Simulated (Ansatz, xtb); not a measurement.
This triplet is an excited state, 0.48 eV above the relaxed singlet at the level frozen-core CCSD(T)/cc-pVTZ // PBE0-D3(BJ)/def2-TZVP (Ansatz, a program for electronic structure).

Species: H₃BOSi, SMILES `B[Si]O` (excited triplet) (charge 0, multiplicity 3).

### Question
Give a relaxed geometry from GFN2-xTB in xtb.

### Answer
Several could match; the one computed here: the end point of this relaxation, one of several conformers (outside a Z-matrix the atoms follow the SMILES, hydrogens last).
Cartesian coordinates (Å) in one orientation:
```xyz
6

B      1.239     0.222     0.308
Si    -0.377    -0.707     0.546
O     -1.742    -0.075    -0.148
H      2.222    -0.198     0.794
H      1.272     1.214    -0.320
H     -2.614    -0.455    -0.141
```
